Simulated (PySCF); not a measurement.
Radial density of Hg (mercury, neutral)

UHF, [Xe] 4f14 5d10 6s2, closed-shell 1S. Calculation: PySCF 2.14, in aug-cc-pwCVTZ-PP with ECP60MDF; scalar relativity through the core potential. This is the valence pseudo-density: the core potential removes the inner electrons and smooths the orbitals near the nucleus.

```json
{"r (bohr)": "0.0457", "4πr²ρ (e/bohr)": "1.791e-05"}
{"r (bohr)": "0.0768", "4πr²ρ (e/bohr)": "4.404e-05"}
{"r (bohr)": "0.129", "4πr²ρ (e/bohr)": "0.0002299"}
{"r (bohr)": "0.217", "4πr²ρ (e/bohr)": "0.004570"}
{"r (bohr)": "0.366", "4πr²ρ (e/bohr)": "0.2329"}
{"r (bohr)": "0.615", "4πr²ρ (e/bohr)": "6.945"}
{"r (bohr)": "1.03", "4πr²ρ (e/bohr)": "17.83"}
{"r (bohr)": "1.74", "4πr²ρ (e/bohr)": "6.472"}
{"r (bohr)": "2.93", "4πr²ρ (e/bohr)": "1.277"}
{"r (bohr)": "4.92", "4πr²ρ (e/bohr)": "0.1294"}
{"r (bohr)": "8.28", "4πr²ρ (e/bohr)": "0.002041"}
```

Energies and moments cover only the electrons outside the core potential. Spin-orbit coupling, which splits the p, d and f shells strongly at this Z, is absent.
